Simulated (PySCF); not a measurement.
(E)-1,1-difluorobut-2-ene (C₄H₆F₂), SMILES C(F)(/C=C/C)F.

Coordinates come from a B3LYP-D3(BJ)/def2-SVP optimisation. Other conformers were not sampled.

These are TDDFT-PBE/def2-SVPD (PySCF) values and carry that method's errors.

Vertical excitations. Gas-phase values at a fixed geometry.

Problem. Give excitation energies, oscillator strengths and character. (An estimate is asked for; the answer gives what the named calculation found.)

Solution. 
```tsv
state	energy (eV)	λ (nm)	f	main pairs
S1	6.70	185	0.089	HOMO−1→LUMO 75 %, HOMO→LUMO 19 %
S2	6.85	181	0.053	HOMO→LUMO+1 72 %, HOMO−1→LUMO 15 %, HOMO→LUMO 12 %
S3	7.00	177	0.249	HOMO→LUMO 49 %, HOMO→LUMO+1 24 %, HOMO→LUMO+2 11 %, HOMO−1→LUMO 10 %
S4	7.36	168	0.029	HOMO→LUMO+2 83 %
S5	7.57	164	0.031	HOMO→LUMO+3 92 %
S6	7.68	161	0.003	HOMO−2→LUMO 97 %
S7	8.06	154	0.006	HOMO→LUMO+4 51 %, HOMO−3→LUMO 49 %
S8	8.10	153	0.011	HOMO−3→LUMO 50 %, HOMO→LUMO+4 47 %
S9	8.13	152	0.019	HOMO−1→LUMO+1 99 %
S10	8.35	148	0.002	HOMO−4→LUMO 95 %
T1	4.39	283	0	HOMO→LUMO 98 %
T2	6.44	193	0	HOMO−1→LUMO 99 %
T3	6.78	183	0	HOMO→LUMO+1 100 %
T4	7.20	172	0	HOMO→LUMO+2 91 %
```
Triplets are in the Tamm–Dancoff approximation, which puts them higher than full response would, so one can lie above its singlet here.
